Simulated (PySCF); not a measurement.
## Correlation energy of Sr²⁶⁺ (strontium, charge +26)

Starting occupation: [Ne] 3s2. Computed with PySCF 2.14 in an even-tempered Gaussian basis (18 s from 1.2 bohr⁻², ratio 2.6; 13 p from 1.6 bohr⁻², ratio 2.6; 6 d from 1.7 bohr⁻², ratio 2.8; 4 f from 25 bohr⁻², ratio 2.8), with X2C-1e with screened-nucleus spin-orbit coupling, Gaussian nucleus. Frozen: 1s2; 10 electrons correlated; the 48 highest virtual spinors left out.

MP2 pair energies summed by pair of shells (mhartree):

```tsv
pair	energy	share (%)
2p1/2-2p3/2	-96.50	22.2
2p3/2-2p3/2	-92.56	21.3
3s1/2-3s1/2	-91.03	20.9
2p3/2-2s1/2	-39.77	9.1
2p3/2-3s1/2	-36.56	8.4
2p1/2-2p1/2	-22.46	5.2
2p1/2-2s1/2	-20.13	4.6
2p1/2-3s1/2	-17.49	4.0
2s1/2-2s1/2	-10.57	2.4
2s1/2-3s1/2	-8.40	1.9
```

Total MP2 correlation energy: -435.48 mhartree.

The virtual space was cut to 56 spinors, which keep -381.37 of the -435.48 mhartree of MP2 correlation.

```
level  correlation energy (mhartree)
 CCSD                        -410.19
```

Diagnostics: T1 = 0.00036, largest double amplitude 0.088.

Question: Is a single reference adequate?

Answer: Mostly. T1 lies below 0.03, but a double amplitude of this size points to a near-degeneracy that CCSD handles and MP2 describes poorly.

The coupled-cluster values are those of the cut space; adding the MP2 remainder, -54.11 mhartree, estimates the full space.

At this charge the one-electron X2C treatment keeps the bare 1/r₁₂, with no two-electron picture change or Breit term. The effect here is smaller than on the frozen 1s shell.
